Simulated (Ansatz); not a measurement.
A run for Ansatz (an electronic-structure program): R-wB97M-V/def2-TZVPPD on stibine (SMILES [SbH3]). Elements past Kr take the def2 small-core potentials; no spin–orbit coupling. Files ending in .json are basis or fitting sets from the Basis Set Exchange.

Ansatz 0.2 input:
```yaml
crystal:
  periodic: [false, false, false]
  atoms:
    - {symbol: Sb, position_ang: [0.34508430, -0.32204885, -0.42015014]}
    - {symbol: H, position_ang: [1.60686462, -0.27148723, 0.73822168]}
    - {symbol: H, position_ang: [-0.44804208, -1.56964885, 0.44635451]}
    - {symbol: H, position_ang: [-0.53277616, 0.87792945, 0.43116920]}
basis:
  gaussian:
    orbitals: def2-TZVPPD.json
hamiltonian:
  xc: {name: wB97M-V}
scf: {lower_state_search: off}
```

What total energy does the run end on?

-241.9748 hartree.
